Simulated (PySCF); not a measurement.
Deuteron quadrupole couplings in `[H]/P=C(\F)[Si](C)(C)C`

Compound: C₄H₁₀FPSi.
SMILES with atom numbers: `[H]/[P:7]=[C:5](/[Si:2]([CH3:1])([CH3:3])[CH3:4])[F:6]` (hydrogens: H8, H9, H10 on C1; H11, H12, H13 on C3; H14, H15, H16 on C4; H17 on P7)

Geometry (GFN2-xTB, Å), atoms numbered from 1 in this order:
```xyz
17
C4H10FPSi angstrom
C     -0.5048    1.7789   -0.7737
Si    -0.2092    0.0572   -0.0125
C     -0.7244   -1.3447   -1.1874
C     -1.0619   -0.0779    1.6868
C      1.6675   -0.1429    0.2702
F      2.2243    0.8081    1.0712
P      2.6553   -1.3556   -0.3508
H     -0.0626    2.5577   -0.1594
H     -0.0697    1.8561   -1.7659
H     -1.5661    1.9904   -0.8603
H     -0.3044   -1.1998   -2.1778
H     -1.8031   -1.3986   -1.2904
H     -0.3769   -2.3072   -0.8247
H     -0.8830   -1.0472    2.1430
H     -2.1360    0.0543    1.6006
H     -0.6911    0.6805    2.3700
H      3.8390   -0.8972    0.2511
```

Level: PBE0/pcSseg-1 (PySCF, non-relativistic); Q(2H) = 0.00286 b; rigid geometry, the same for H and D, with no vibrational averaging.

**Question.** What are Vzz, η and χzz (234.96 MHz × Q × Vzz) at all hydrogens?

**Answer.** 
```csv
atom,bonded to,bond length (Å),Vzz (au),η,χzz (kHz)
H8,C1,1.086,0.3244,0.01,218
H9,C1,1.086,0.3249,0.01,218
H10,C1,1.086,0.3268,0.01,220
H11,C3,1.085,0.3258,0.01,219
H12,C3,1.085,0.3285,0.01,221
H13,C3,1.086,0.3242,0.01,218
H14,C4,1.086,0.3247,0.01,218
H15,C4,1.086,0.3268,0.01,220
H16,C4,1.086,0.3245,0.01,218
H17,P7,1.405,0.1892,0.03,127
```

**Question.** Average by the element that carries the hydrogen.

**Answer.** on C: 219 kHz over 9 positions, mean bond length 1.086 Å; on P: 127 kHz over 1 position, mean bond length 1.405 Å.

**Question.** Give the 2H NMR doublet splittings at H17 for a magnetic field along the z, y and x axes of the gradient: 3χ/2, 3χ(1 + η)/4, 3χ(1 − η)/4.

**Answer.** With |χ| = 127.1 kHz and η = 0.026: 191, 98 and 93 kHz, to first order and without motion.

Geometry: GFN2-xTB; no solvent, vibrations or thermal averaging. GFN2-xTB bond lengths can be off by several hundredths of an ångström, more for odd bonds, and the gradients follow them. A larger basis could move these couplings by a tenth or more.
